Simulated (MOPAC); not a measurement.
Job for MOPAC: PM3 on GaH3Se (SMILES [GaH2][SeH]), a point of a bond scan (R = 3.591 Å).

```
PM3 1SCF PRECISE CHARGE=0 THREADS=1
GaH3Se

Ga     0.27485932 1     0.01121965 1    -1.15295017 1
H     -2.20595638 1    -1.33942692 1    -3.37007462 1
H      1.66169621 1     0.60371444 1    -1.55587958 1
Se    -0.30399105 1    -0.02839877 1     1.11359069 1
H      0.95711690 1     0.59005271 1     1.55216865 1
```

Program output:

```
*******************************************************************************
 **                                                                           **
 **                              MOPAC v23.2.5                                **
 **                                                                           **
 *******************************************************************************
 ** MOPAC's Digital Object Identifier: https://doi.org/10.5281/zenodo.6511958 **
 **                                                                           **
 ** Please cite the open-source release paper for use of this MOPAC version:  **
 ** J. E. Moussa and J. J. P. Stewart (2026)                                  **
 ** MOPAC: An open-source semiempirical molecular orbital program             **
 ** J. Open Source Softw., 11(119), 8025, https://doi.org/10.21105/joss.08025 **
 *******************************************************************************

                              PM3 CALCULATION RESULTS

 *******************************************************************************
 *  PM3        - The PM3 Hamiltonian to be used
 *
 *
 *
 *                 CHARGE ON SYSTEM = 0
 *
 *
 *
 *  PRECISE    - TIGHTER CRITERIA TO BE USED
 *  1SCF       - DO 1 SCF AND THEN STOP
 *  THREADS=1  - MULTI-THREADING NOT USED
 *  T=         - A TIME OF 172800.0 SECONDS REQUESTED
 *  DUMP=N     - RESTART FILE WRITTEN EVERY 7200.0 SECONDS REQUESTED
 *******************************************************************************
PM3 1SCF PRECISE CHARGE=0 THREADS=1
 GaH3Se

   ATOM   CHEMICAL          X               Y               Z
  NUMBER   SYMBOL      (ANGSTROMS)     (ANGSTROMS)     (ANGSTROMS)

     1      Ga          0.27485932  *   0.01121965  *  -1.15295017  *
     2       H         -2.20595638  *  -1.33942692  *  -3.37007462  *
     3       H          1.66169621  *   0.60371444  *  -1.55587958  *
     4      Se         -0.30399105  *  -0.02839877  *   1.11359069  *
     5       H          0.95711690  *   0.59005271  *   1.55216865  *



          CARTESIAN COORDINATES

    NO.       ATOM           X           Y           Z

     1        Ga          0.2749      0.0112     -1.1530
     2         H         -2.2060     -1.3394     -3.3701
     3         H          1.6617      0.6037     -1.5559
     4        Se         -0.3040     -0.0284      1.1136
     5         H          0.9571      0.5901      1.5522

  H: (PM3): J. J. P. STEWART, J. COMP. CHEM. 10, 209 (1989).
 Ga: (PM3): J. J. P. STEWART, J. COMP. CHEM. 12, 320-341 (1991).
 Se: (PM3): J. J. P. STEWART, J. COMP. CHEM. 12, 320-341 (1991).

           Empirical Formula: H3 Ga Se  =     5 atoms



      MOLECULAR POINT GROUP   :   Cs


      RHF CALCULATION, NO. OF DOUBLY OCCUPIED LEVELS = 6


 -------------------------------------------------------------------------------
 PM3 1SCF PRECISE CHARGE=0 THREADS=1
 GaH3Se



     1SCF WAS SPECIFIED, SO BFGS WAS NOT USED
     SCF FIELD WAS ACHIEVED


                              PM3 CALCULATION
                                                       MOPAC v23.2.5 Linux




          FINAL HEAT OF FORMATION =        168.59573 KCAL/MOL =     705.40452 KJ/MOL


          COSMO AREA              =        114.51 SQUARE ANGSTROMS
          COSMO VOLUME            =         92.79 CUBIC ANGSTROMS

          IONIZATION POTENTIAL    =          9.198841 EV
          HOMO LUMO ENERGIES (EV) =         -9.199 -3.478
          NO. OF FILLED LEVELS    =          6
          MOLECULAR WEIGHT        =        151.7187         POINT GROUP:  Cs

          MOLECULAR DIMENSIONS (Angstroms)

            Atom       Atom       Distance
            H     5    H     2     6.16088
           Se     4    H     3     3.24543
            H     5   Ga     1     0.00000


          SCF CALCULATIONS        =          1





   ATOM   CHEMICAL          X               Y               Z
  NUMBER   SYMBOL      (ANGSTROMS)     (ANGSTROMS)     (ANGSTROMS)

     1      Ga          0.27485932  *   0.01121965  *  -1.15295017  *
     2       H         -2.20595638  *  -1.33942692  *  -3.37007462  *
     3       H          1.66169621  *   0.60371444  *  -1.55587958  *
     4      Se         -0.30399105  *  -0.02839877  *   1.11359069  *
     5       H          0.95711690  *   0.59005271  *   1.55216865  *

                             CARTESIAN COORDINATES

   1   Ga        0.274859320     0.011219650    -1.152950170
   2    H       -2.205956380    -1.339426920    -3.370074620
   3    H        1.661696210     0.603714440    -1.555879580
   4   Se       -0.303991050    -0.028398770     1.113590690
   5    H        0.957116900     0.590052710     1.552168650


           Empirical Formula: H3 Ga Se  =     5 atoms



      MOLECULAR POINT GROUP   :   Cs


                  EIGENVALUES
 -20.12872 -15.70118 -13.59243 -10.67862 -10.31137  -9.19884  -3.47838  -3.42228
  -3.06668  -0.59067  -0.03035


              NET ATOMIC CHARGES AND DIPOLE CONTRIBUTIONS

  ATOM NO.   TYPE          CHARGE      No. of ELECS.   s-Pop       p-Pop
    1         Ga          -0.291716        3.2917     1.19498     2.09674
    2          H           0.121413        0.8786     0.87859
    3          H           0.075878        0.9241     0.92412
    4         Se           0.076529        5.9235     1.88773     4.03574
    5          H           0.017897        0.9821     0.98210
 DIPOLE           X         Y         Z       TOTAL
 POINT-CHG.    -1.095    -0.537    -0.374     1.276
 HYBRID         1.052     0.494     0.142     1.171
 SUM           -0.043    -0.043    -0.232     0.240


          ATOMIC ORBITAL ELECTRON POPULATIONS

     Atom    s        px        py        pz
    1 Ga   1.19498   0.84456   0.40513   0.84705
    2  H   0.87859
    3  H   0.92412
    4 Se   1.88773   1.19445   1.61310   1.22820
    5  H   0.98210

 **********************
 *                    *
 * JOB ENDED NORMALLY *
 *                    *
 **********************




 == MOPAC DONE ==
```

The run finished.

Cost: about 0.020 core-seconds (a rough figure).
